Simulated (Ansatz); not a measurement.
Program: Ansatz. Geometries: PBE0-D4/def2-TZVP. ΔE: electronic, gas phase. CCSD(T)/CBS is the MP2 limit (def2-TZVPP, def2-QZVPP) plus CCSD(T) − MP2 in def2-TZVPP, frozen cores. This one scheme is used for every species. Functionals use def2-TZVPP. B3LYP here is the variant with VWN-RPA as its local correlation; programs differ in this. For Br outer-core shells are correlated without core-valence functions, which leaves a few kJ/mol of doubt a bond. Scalar relativity is left out up to krypton. Each species was taken in one conformer, which may not be the lowest.

`CCC[SiH2]O` + `[AlH2][Br]` → `C[CH2][AlH][Br]` + `C[SiH2]O`  (formal exchange of groups at a C–C bond)

```
             level  ΔE (kcal/mol)  difference from CCSD(T)/CBS
            PBE-D4          -11.6                         -0.6
         r2SCAN-D4          -12.1                         -1.1
           PBE0-D4          -11.3                         -0.3
          B3LYP-D4          -11.2                         -0.2
           ωB97X-V          -10.4                          0.6
           ωB97M-V          -11.3                         -0.3
            B2PLYP          -11.8                         -0.8
               PBE          -12.4                         -1.4
            r2SCAN          -12.4                         -1.4
              PBE0          -11.9                         -0.9
             B3LYP          -12.3                         -1.3
     HF/def2-TZVPP          -10.1                          0.9
    MP2/def2-TZVPP          -11.2                         -0.2
SCS-MP2/def2-TZVPP          -10.5                          0.5
   CCSD/def2-TZVPP          -10.5                          0.5
CCSD(T)/def2-TZVPP          -10.6                          0.4
     HF/def2-QZVPP          -10.1                          0.9
    MP2/def2-QZVPP          -11.5                         -0.5
SCS-MP2/def2-QZVPP          -10.8                          0.2
      HF/CBS(def2)          -10.1                          0.9
     MP2/CBS(def2)          -11.6                         -0.6
    CCSD/CBS(def2)          -10.9                          0.1
       CCSD(T)/CBS          -11.0                            0
```

Largest T1 diagnostic among the species: 0.010.

The D4 term adds +1.1 kcal/mol with B3LYP and +0.6 kcal/mol with PBE0; it sums over pairs of atoms, weighted by their polarisabilities, and B3LYP, whose exchange is more repulsive, gets the larger term.
